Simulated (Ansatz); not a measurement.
CH$_{5}$AlS$_{2}$ from Hartree–Fock to CCSD(T)

```xyz
9

C     1.022   -0.371    0.845
Al    0.177   -0.143   -0.896
S    -1.952   -0.843   -1.135
S    -1.845    1.203   -0.755
H     1.676    0.472    1.086
H     0.289   -0.477    1.650
H     1.645   -1.270    0.850
H     0.934    0.218   -2.237
H    -1.945    1.211    0.592
```

Total charge 0; spin multiplicity 1. The bonds changed during the relaxation, so this is another structure than the one it started from. All single points use the PBE0-D4/def2-TZVP geometry. It is one conformer, not always the lowest. Frozen core, restricted reference, the Gaussian-basis code of Ansatz. CBS rows extrapolate triple and quadruple zeta; past MP2 they add the triple-zeta difference.

| basis | HF (Eh) | MP2 corr. |
| --- | --- | --- |
| def2-SVP | -1077.44097 | -0.47197 |
| def2-TZVPP | -1077.85233 | -0.61544 |
| def2-QZVPP | -1077.88381 | -0.66536 |

**Question.** Estimate the CCSD correlation energy and the (T) correction in each basis where they were run (hartree).

**Answer.** 
```
     basis  CCSD corr.       (T)
  def2-SVP    -0.52735  -0.01601
def2-TZVPP    -0.66945  -0.03060
 CBS(def2)    -0.75634     as TZ
```
